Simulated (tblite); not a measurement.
Compound: C6H5BCl2O.
Atom-mapped SMILES: `[CH2:1]=[C:2]1[CH:3]=[CH:4][CH:5]=[C:6]1[O:7][B:8]([Cl:9])[Cl:10]` (hydrogens: H11, H12 on C1; H13 on C3; H14 on C4; H15 on C5)

Computed with GFN2-xTB (tblite), gas phase: L-BFGS steps from a force-field or distance-geometry start until the largest atomic force falls under 0.01 eV/Å.

Step 28: E = -811.8086 eV
```
atom  x, y, z in Å  |  force x, y, z in eV/Å
C1     -1.1283    1.8605   -0.2722    0.087  -0.204   0.024
C2     -1.0204    0.5521   -0.0379   -0.139  -0.066  -0.026
C3     -1.9891   -0.5039    0.2370   -0.168   0.017   0.032
C4     -1.3250   -1.6546    0.4461    0.051  -0.146   0.037
C5      0.1079   -1.4304    0.2985   -0.132  -0.201   0.031
C6      0.2802   -0.1337   -0.0063   -0.052  -0.165  -0.002
O7      1.3944    0.4691   -0.4776    0.033   0.111  -0.282
B8      2.6867    0.4092   -0.2962    0.554  -0.015   0.092
Cl9     3.4715    0.3358    1.2644   -0.077  -0.088   0.094
Cl10    3.7049    0.4678   -1.7072    0.009   0.145  -0.033
H11    -2.0360    2.4219   -0.3329   -0.299  -0.065   0.060
H12    -0.2159    2.4038   -0.4180    0.151   0.272  -0.098
H13    -3.0523   -0.3701    0.2603   -0.030   0.112   0.039
H14    -1.7480   -2.6287    0.6479    0.057   0.236   0.027
H15     0.8648   -2.1909    0.3723   -0.045   0.057   0.005
```

Step 29: E = -811.8194 eV
```
atom  x, y, z in Å  |  force x, y, z in eV/Å
C1     -1.1013    1.8584   -0.2740    0.066  -0.200   0.017
C2     -1.0248    0.5449   -0.0399   -0.036  -0.050  -0.022
C3     -1.9952   -0.5076    0.2479   -0.137   0.048   0.013
C4     -1.3321   -1.6604    0.4601   -0.028  -0.096   0.042
C5      0.1012   -1.4478    0.3029   -0.190  -0.180   0.015
C6      0.2720   -0.1538   -0.0154    0.103  -0.152  -0.083
O7      1.3812    0.4329   -0.5269    0.295   0.110  -0.196
B8      2.6758    0.4287   -0.3090    0.312  -0.009   0.025
Cl9     3.4233    0.3537    1.2700   -0.096  -0.086   0.054
Cl10    3.7267    0.5570   -1.6976   -0.082   0.125   0.055
H11    -1.9981    2.4480   -0.3354   -0.104  -0.162   0.077
H12    -0.1643    2.3720   -0.4203   -0.071   0.195  -0.081
H13    -3.0584   -0.3689    0.2741   -0.005   0.094   0.050
H14    -1.7612   -2.6307    0.6661    0.054   0.224   0.041
H15     0.8509   -2.2185    0.3757   -0.079   0.139  -0.007
```

Step 30: E = -811.8342 eV
```
atom  x, y, z in Å  |  force x, y, z in eV/Å
C1     -1.0960    1.8582   -0.2751    0.011  -0.140   0.002
C2     -1.0251    0.5440   -0.0438    0.116  -0.126  -0.013
C3     -1.9961   -0.5066    0.2515   -0.054   0.061  -0.005
C4     -1.3311   -1.6597    0.4643   -0.133   0.023   0.033
C5      0.1001   -1.4542    0.3032   -0.165  -0.089  -0.018
C6      0.2725   -0.1614   -0.0228    0.187  -0.101  -0.120
O7      1.3866    0.4180   -0.5439    0.197   0.068  -0.126
B8      2.6813    0.4273   -0.3116    0.126   0.006   0.014
Cl9     3.4067    0.3522    1.2719   -0.051  -0.095   0.116
Cl10    3.7302    0.5863   -1.6900   -0.005   0.119  -0.010
H11    -1.9991    2.4438   -0.3314   -0.005  -0.179   0.079
H12    -0.1583    2.3749   -0.4247   -0.156   0.137  -0.069
H13    -3.0585   -0.3614    0.2795    0.000   0.065   0.057
H14    -1.7624   -2.6240    0.6726    0.003   0.096   0.074
H15     0.8448   -2.2294    0.3785   -0.071   0.156  -0.014
```

Question: Estimate the geometry and energy of step 31. (The exact step hangs on the optimiser's Hessian estimate; all steps are aligned on step 30, rigid shifts and turns removed.)

Answer: E = -811.8630 eV, largest force 0.522 eV/Å
```
atom  x, y, z in Å  |  force x, y, z in eV/Å
C1     -1.0893    1.8556   -0.2786   -0.083   0.033  -0.038
C2     -1.0188    0.5421   -0.0569    0.391  -0.345   0.010
C3     -1.9948   -0.4990    0.2598    0.118   0.070  -0.042
C4     -1.3299   -1.6534    0.4760   -0.309   0.251   0.010
C5      0.0960   -1.4685    0.3025   -0.066   0.119  -0.103
C6      0.2790   -0.1813   -0.0487    0.227  -0.054  -0.132
O7      1.4037    0.3749   -0.5888    0.025   0.006  -0.002
B8      2.6945    0.4099   -0.3178   -0.150   0.123  -0.039
Cl9     3.3690    0.3412    1.2781    0.020  -0.136   0.224
Cl10    3.7472    0.6682   -1.6667    0.120   0.082  -0.101
H11    -2.0076    2.4261   -0.3175    0.120  -0.184   0.082
H12    -0.1613    2.3913   -0.4388   -0.222   0.041  -0.058
H13    -3.0542   -0.3395    0.2964   -0.014   0.030   0.064
H14    -1.7646   -2.6040    0.6916   -0.141  -0.210   0.162
H15     0.8265   -2.2555    0.3876   -0.035   0.174  -0.036
```

The energy changes by -0.0289 eV. The first-order estimate −F·Δx gives -0.0421 eV and the mean of the old and new forces, exact on a quadratic surface, -0.0290 eV. The step makes an angle of 62° with the force vector and moves no atom by more than 0.087 Å.

What follows is the cost of the whole relaxation. The run took 1.4 s of wall time on Arm Neoverse V1, one thread, no GPU, shared host.
